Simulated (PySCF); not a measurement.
C9H9N.
Structure used (GFN2-xTB), in Å, numbered top down from 1:
```xyz
19
C9H9N angstrom
C      2.8032    0.0027   -0.6208
N      2.0539   -0.0808    0.3767
C      0.6395   -0.0470    0.3048
C     -0.0131    0.7397    1.4272
C     -1.1654    1.2750    1.0203
C     -1.3894    1.0144   -0.3983
C     -1.3854   -0.4611   -0.9140
C     -1.1607   -1.5384    0.0435
C     -0.0156   -1.3594    0.7040
C     -0.1468    0.3824   -0.9496
H      3.8696   -0.0532   -0.4519
H      2.4802    0.1247   -1.6585
H      0.4029    0.7383    2.4172
H     -1.8651    1.8175    1.6311
H     -1.9995    1.6944   -0.9753
H     -1.9917   -0.6416   -1.7901
H     -1.8574   -2.3447    0.1907
H      0.3951   -1.9634    1.4911
H      0.3360    0.7097   -1.8554
```

Probes without a nucleus sit at each ring's centroid and 1 Å off its mean plane on both sides; NICS is minus the shielding there, NICSzz its component along the normal. Level: GIAO PBE0/pcSseg-1 (PySCF, non-relativistic, gas phase) on the GFN2-xTB geometry, one conformer.

Ring bond lengths (Å), with Mayer bond orders in brackets: C3–C4 1.518 (0.99), C4–C5 1.334 (1.74), C5–C6 1.460 (1.06), C6–C10 1.499 (0.91), C10–C3 1.541 (0.94); C3–C9 1.520 (0.99), C9–C8 1.334 (1.73), C8–C7 1.459 (1.06), C7–C10 1.499 (0.90), C10–C3 1.541 (0.94); C6–C7 1.563 (0.82), C7–C10 1.499 (0.90), C10–C6 1.499 (0.91).

Question: Give the NICS values of each ring in ppm.

Answer: 
| ring | type | NICS(0) | NICS(1), two faces | NICS(1)zz, two faces | rms pucker (Å) | centre to ring atoms, mean (Å) |
| --- | --- | --- | --- | --- | --- | --- |
| C3–C4–C5–C6–C10 | 5-membered carbocycle; formal bonds 1 double, 4 single | -9.4 | -11.2 / -4.7 | -13.7 / -8.4 | 0.07 | 1.25 |
| C3–C9–C8–C7–C10 | 5-membered carbocycle; formal bonds 1 double, 4 single | -9.6 | -11.2 / -4.7 | -13.8 / -8.4 | 0.07 | 1.25 |
| C6–C7–C10 | 3-membered carbocycle; formal bonds all single | -43.6 | -7.5 / -12.0 | -24.2 / -17.3 | 0.00 | 0.88 |

Question: What can be read from them?

Answer: 
- C3–C4–C5–C6–C10: mean NICS(1)zz -11.0 ppm, shielded. C3, C6, C10 have four or more neighbours, so the value isn't read as a sign of a π ring current. The two faces differ by 5.3 ppm, so no symmetry operation interchanges them.
- C3–C9–C8–C7–C10: mean NICS(1)zz -11.1 ppm, shielded. C3, C7, C10 have four or more neighbours; no verdict on aromaticity is drawn. The two faces differ by 5.4 ppm, so no symmetry operation interchanges them.
- C6–C7–C10: mean NICS(1)zz -20.8 ppm, shielded. C6, C7, C10 have four or more neighbours, and the NICS criterion for π rings isn't applied. The two faces differ by 6.9 ppm, so no symmetry operation interchanges them. NICS(0) lies 34 ppm below the mean NICS(1).

Question: At the first NICS(1) probe listed for ring C3–C9–C8–C7–C10, 1 Å off the ring, what do the in-plane components average?

Answer: The isotropic value is a third of the trace: (3 × -11.2 − (-13.8))/2 = -9.9 ppm.
